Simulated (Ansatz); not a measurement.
Coupled-cluster run, AlFH₅NSi (`[NH2][Al]([F])[SiH3]`).

```yaml
crystal:
  periodic: [false, false, false]
  atoms:
    - {symbol: N, position_ang: [0.589960, 1.790618, -0.738026]}
    - {symbol: Al, position_ang: [0.766911, 0.059683, -0.479415]}
    - {symbol: F, position_ang: [2.095850, -0.668909, -1.141834]}
    - {symbol: Si, position_ang: [-0.838416, -1.266429, 0.786378]}
    - {symbol: H, position_ang: [-0.175441, 2.340580, -0.383379]}
    - {symbol: H, position_ang: [1.230416, 2.370888, -1.256094]}
    - {symbol: H, position_ang: [-1.457695, -2.319803, -0.065460]}
    - {symbol: H, position_ang: [-0.188258, -1.944302, 1.942318]}
    - {symbol: H, position_ang: [-1.934727, -0.408626, 1.318314]}
basis:
  gaussian: {orbitals: def2-TZVPP}
correlation: {method: ccsd_t}
output: {orbitals: {seedname: orbitals}}
```

```sh
$ ansatz run in.yaml --threads 2 --pin off --events-out ev --progress --plain --max-ram 4352MiB
```

The program prints (abridged):

```
Functional definition: HF
1274 factors; integrals over basis functions are off by at most 8.6e-4 eV
mean field evaluation 1: about -18712.7377 eV, gradient 4.7e1 eV
mean field evaluation 2: about -18712.8501 eV, gradient 4.8e1 eV
mean field evaluation 4: about -18717.5297 eV, gradient 3.1e0 eV
mean field evaluation 8: about -18717.6063 eV, gradient 3.0e-1 eV
mean field evaluation 16: about -18717.6066 eV, gradient 2.3e-6 eV
mean field -18717.60663976 eV, -687.8593567616 hartree, gradient 2.3e-6 eV, S^2 0.000000; 0 other end points of the search recorded, 0 dependent functions left out
12 core orbitals not correlated: weight in the atoms' cores, before any rotation towards them, 1.000 or more for the frozen orbitals, at most 0.000 for the correlated occupied ones
reference -18717.60663976 eV, -687.8593567616 hartree; 12, 12 occupied and 192, 192 virtual orbitals, 1274 factors
second order -18.23133573 eV of doubles, -0.00000000 eV of singles
cycle   1  -18.69114303 eV  change   -4.6e-1 eV  update   9.6e-2
cycle   2  -19.14126132 eV  change   -4.5e-1 eV  update   3.0e-2
cycle   3  -19.25262761 eV  change   -1.1e-1 eV  update   1.6e-2
cycle   4  -19.24109739 eV  change    1.2e-2 eV  update   4.1e-3
cycle   5  -19.23912700 eV  change    2.0e-3 eV  update   1.8e-3
cycle   6  -19.23975879 eV  change   -6.3e-4 eV  update   5.9e-4
cycle   7  -19.23942284 eV  change    3.4e-4 eV  update   2.0e-4
cycle   8  -19.23934956 eV  change    7.3e-5 eV  update   7.3e-5
cycle   9  -19.23938162 eV  change   -3.2e-5 eV  update   3.0e-5
cycle  10  -19.23938818 eV  change   -6.6e-6 eV  update   1.0e-5
perturbative correction -0.62296980 eV, -0.0228937178 hartree
Total energy: -18737.46899773 eV, -688.5892849540 hartree
```

Hardware: 2 threads of an Arm Neoverse V2 on a shared host. Wall time 92 s, peak host memory 3 GiB.

Correlation energy per correlated electron: -0.828 eV. T1 diagnostic: 0.0128.
